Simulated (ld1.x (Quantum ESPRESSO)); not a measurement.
# As (Z = 33): excitation energies, all-electron against ultrasoft

ld1.x (Quantum ESPRESSO) 7.5 input, shortened:

```
&input
   title='As', zed=33., rel=2, dft='BP', iswitch=3,
   config='[Ar] 3d10 4s1 4p4', rel_dist='average'
 /
 &inputp
   pseudotype=3, tm=.true., lloc=-1, rcloc=1.85,
   nlcc=.false.,
   which_augfun='PSQ', rmatch_augfun=0.70
 /
6
4S  1  0   1.00   0.00  1.15  1.40  0.0
4S  1  0   0.00  -0.70  1.15  1.40  0.0
4P  2  1   4.00   0.00  1.85  2.30  0.0
4P  2  1   0.00   1.50  1.85  2.30  0.0
3D  3  2  10.00   0.00  0.85  1.15  0.0
3D  3  2   0.00  -1.25  0.85  1.15  0.0
 &test
   configts(1)='3d10 4s1 4p4'
 /
```

Open shells are filled in proportion to 2j + 1 (rel_dist='average').

Energies are relative to the spin-unpolarised reference configuration 3d10 4s1 4p4; without spin polarisation the order of configurations can differ from experiment.

(1) Give the all-electron excitation energy and the error of the potential for: 3d10 4s2 4p3; 3d10 4s2 4p2; 3d10 4s2 4p1; 3d10 4s2 4p0; 3d10 4s2 4p2.5; 3d10 4s0 4p5; 3d10 4s2 4p3.3.

Note: ghost state, extra bound levels that the all-electron valence spectrum of the same l lacks: s at -103.9 eV. A true bound ghost makes a file unfit for plane-wave use.

Results:

(1)

| valence configuration | charge | ΔE all-electron (eV) | error AE − PS (meV) |
| --- | --- | --- | --- |
| 3d10 4s2 4p3 | 0 | -9.436 | 0.0 |
| 3d10 4s2 4p2 | +1 | -0.153 | 0.0 |
| 3d10 4s2 4p1 | +2 | 17.927 | +0.4 |
| 3d10 4s2 4p0 | +3 | 45.814 | +3.6 |
| 3d10 4s2 4p2.5 | +0.5 | -5.816 | 0.0 |
| 3d10 4s0 4p5 | 0 | 9.665 | 0.0 |
| 3d10 4s2 4p3.3 | -0.3 | -10.707 | +0.1 |
